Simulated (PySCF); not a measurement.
Ionisation energy of K by level of theory

K [Ar] 4s1 (2S) → K⁺ [Ar] (1S), as a difference of total energies. All numbers are calculated (PySCF 2.14, scalar relativity by spin-free X2C-1e, in aug-cc-pwCVTZ-X2C (9s8p6d3f, 84 functions)). Correlated levels: nothing frozen. The calculations carry no spin-orbit coupling.

| method | ionisation energy (eV) |
| --- | --- |
| UHF | 4.023 |
| MP2 (all electrons) | 4.304 |
| SCS-MP2 (all electrons) | 4.246 |
| CCSD (all electrons) | 4.300 |
| CCSD(T) (all electrons) | 4.323 |

**Question.** How much does correlation contribute at CCSD(T) (all electrons)?

**Answer.** 4.323 − (4.023) = 0.300 eV, measured against UHF.

Errors of the correlated levels include the incompleteness of this basis.

For comparison: 4.341 eV (measured; NIST Atomic Spectra Database, ionization energies).
